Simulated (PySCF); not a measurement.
Molecule: Si(Me)(OMe)2(SMe), SMILES CO[Si](C)(OC)SC (C4H12O2SSi). Atoms near the plane z = 0.0 Å, at the GFN2-xTB optimised geometry (x, y, z in Å): C1 (2.2, -0.7, 0.9), O2 (1.4, -1.4, 0.0), Si3 (-0.2, -1.4, 0.0), S7 (-0.9, 0.6, 0.0), C8 (-2.7, 0.4, -0.6), H9 (1.9, 0.3, 1.0), H11 (3.2, -0.7, 0.4), H19 (-3.1, 1.4, -0.8), H20 (-3.2, -0.1, 0.2).

Level of theory: PBE0/def2-SVP in PySCF 2.14.0. Cells within 0.4 Å of a nucleus heavier than hydrogen are left out (blank, or x). The values are rescaled to run from 0 to 1.

```
|1111111111111111111111111111111|
|1111111111111111111111111111111|
|1111111111111111111111111111111|
|1111111111111111111111111111111|
|1111111111111111111111111111111|
|1111111111111111111111111111111|
|1111111111111111111111111111111|
|1111111111111111111111111111111|
|1111111111111111111111111111111|
|1111111111111111111111111111111|
|1111111111111111111111111111111|
|1111111110001221111111111111111|
|1111111110101321111111111111111|
|111111110121xx10111111111111111|
|111112562230xx10111111111111111|
|1111128931101331111000111111111|
|1111113410012542111000121111111|
|1111111110012321122110121011111|
|11111111111001xx157x10011111111|
|11111111111000xx15xx20011111111|
|1111111111100010034831111111111|
|1111111111111100012221111111111|
|1111111111111100011111111111111|
|1111111111111111111111111111111|
|1111111111111111111111111111111|
|1111111111111111111111111111111|
|1111111111111111111111111111111|
|1111111111111111111111111111111|
|1111111111111111111111111111111|
|1111111111111111111111111111111|
|1111111111111111111111111111111|
```
Scale: ten equal steps from 0.000 (start of '0') to 1.00 (end of '9'), in the order '0123456789'; x runs from -5.50 to 5.50, y from -5.50 (bottom) to 5.50 (top).

**Question.** Which quantity is mapped?
A) an orbital amplitude
B) log10 of the electron density
C) electron localisation function
D) deformation density (molecule minus spherical neutral atoms)

**Answer.** D, deformation density (molecule minus spherical neutral atoms). In full: deformation density (molecule minus spherical neutral atoms) (e/bohr³).
